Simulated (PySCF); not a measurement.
Gas-phase reaction: SbH3 + 5 HCl → SbCl5 + 4 H2

Computed with PySCF (xtb for GFN2) and rigid-rotor harmonic-oscillator thermochemistry at 1 bar. † marks an energy on the PBE0/def2-TZVP geometry and frequencies; other levels use their own. MP2 and CCSD(T) freeze the core. All species are closed-shell singlets. B3LYP is the form with VWN-RPA correlation. Sb: scalar-relativistic def2 core potential, no spin-orbit coupling. MP2 isn't extrapolated to the basis-set limit; its ΔH°(298 K) is -16.7 kJ in def2-SVP and -66.5 kJ in def2-TZVPP. CCSD(T) isn't extrapolated to the basis-set limit. The harmonic model lacks anharmonicity and excited electronic states, which grow with temperature; levels with a mode under 35 cm⁻¹ are left out. Soft modes under 120 cm⁻¹ make the harmonic entropy rough for SbCl5.

```tsv
level	ΔE electronic, kJ	ΔH°(298 K), kJ	ΔS°(298 K), J/K	ΔG°(1400 K), kJ
B3LYP/def2-TZVP†	-27	-37	-240	253
BLYP/def2-TZVP†	-39	-49	-240	241
CCSD(T)/def2-SVP†	35	25	-240	315
GFN2-xTB	-202	-209	-210	40
M06-2X/def2-TZVP†	-128	-138	-240	152
MP2/def2-TZVPP†	-56	-66	-240	223
PBE0/def2-QZVP†	-37	-47	-240	243
PBE0/def2-TZVP	-46	-56	-240	234
r2SCAN/def2-TZVP†	-95	-105	-240	185
LDA/def2-TZVP†	-76	-86	-240	203
```
ΔH° is lowest at GFN2-xTB and highest at CCSD(T)/def2-SVP†. No reference value is set beside these.
